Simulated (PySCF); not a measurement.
C₃H₄Cl₂, SMILES ClC1(Cl)CC1.

Coordinates come from a ωB97X-D3(BJ)/def2-SVP optimisation.

Level of theory: SMD-B3LYP/def2-SVP (PySCF).

Solvation free energies are E(SMD) − E(gas) at the gas-phase geometry, for 1 M in both phases. In vacuum the dipole moment is 1.88 D.

### Question
Rank water, N,N-dimethylformamide, acetone by solvation free energy, most negative first.

### Answer
acetone (-5.1 kcal/mol), N,N-dimethylformamide (-4.5 kcal/mol), water (-0.7 kcal/mol)
